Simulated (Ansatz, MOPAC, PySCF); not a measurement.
Torsion N1–Sn2–O3–H8 in H5NOSn (SMILES [NH2][SnH2][OH]); at each angle all else is relaxed with GFN2-xTB, and the levels are single points there.
Geometry at 60° (charge 0, multiplicity 1):
```xyz
8

N      1.4198    -0.4757     0.1489
Sn    -0.3057     0.5443     0.0677
O     -1.5602    -0.7777    -0.5747
H      1.6131    -1.0191    -0.6827
H      2.2484     0.0659     0.3497
H     -0.5207     1.7664    -1.0498
H     -0.6613     1.0087     1.6300
H     -1.6735    -1.5580    -0.0360
```

On the grid 0° to 330°, 300° is the highest and 60° the lowest point at MP2/CBS(def2-TZVPP, def2-QZVPP) + ΔCCSD(T)/def2-TZVPP.

Correlated levels freeze the cores. Filled d and f shells under p-block atoms count as core. Rows in LANL2DZ carry no dispersion term and start afresh at each structure. LANL2DZ brings its own core potentials from Na on. The state reached by PM6 isn't checked.

Programs: Ansatz (Gaussian basis) for Hartree–Fock, density functionals and correlated methods; MOPAC for PM6 (differences of heats of formation); PySCF for LANL2DZ rows, M06-2X, the dispersion terms. Values without a source in brackets are computed. In def2 rows elements past Kr take small-core potentials, without spin–orbit coupling.

```tsv
level	energy at 300° less that at 60° (meV)
PM6	63.7
r2SCAN-D4/def2-TZVPP	74.4
B3LYP/LANL2DZ	___
B3LYP/def2-TZVPP	69.0
B3LYP-D3(BJ)/def2-TZVPP	69.6
M06-2X/def2-TZVPP	___
MP2/def2-SVP	73.3
MP2/def2-TZVPP	70.6
CCSD/def2-TZVPP	68.4
```

**Question.** Complete the blanks.

**Answer.** 
- B3LYP/LANL2DZ, energy at 300° less that at 60° (meV): 88.6
- M06-2X/def2-TZVPP, energy at 300° less that at 60° (meV): 66.4

Ansatz is a first-principles code.
